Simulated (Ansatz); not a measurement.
K5H6⁻. Total charge -1; singlet. Geometry PBE-D4/def2-SVPD, basis def2-TZVPD, Ansatz.

```xyz
11

K     2.2800    1.6011    1.6937
K     1.8298   -0.2939   -1.5866
K    -0.0461   -1.4086    1.9903
K    -1.1315    2.1586    0.0787
K    -2.1608   -1.5170   -1.6047
H     1.4977    2.2572   -0.6638
H    -0.1471    1.2803    2.4724
H    -2.8859    0.9619   -1.2185
H     0.1084   -1.5244   -2.8958
H    -1.7936   -2.6449    0.7215
H     2.4492   -0.8704    1.0128
```

```
run  HOMO (eV)  LUMO (eV)
  A      -0.47       1.64
  B      -1.32       1.55
  C      -3.59       2.14
  D      -0.37       1.24
  E      -0.49       1.25
  F      -0.27       1.26
```

Another isomer (singlet) lies 0.12 eV lower at PBE0-D4/def2-TZVPD; other spin states weren't run for this one.

The runs used BLYP, LDA (SPW92), PBE, PBE0, r2SCAN, ωB97X-V. Estimate which is which.

A r2SCAN (0 % exact exchange); B PBE0 (25 % exact exchange); C ωB97X-V (range-separated); D PBE (0 % exact exchange); E LDA (SPW92) (0 % exact exchange); F BLYP (0 % exact exchange). Exact exchange lowers occupied and raises empty levels; among semilocal functionals meta-GGAs tend to open the gap a little, and such runs are hard to tell apart. The gap grows from 1.53 eV (BLYP) to 5.73 eV (ωB97X-V).
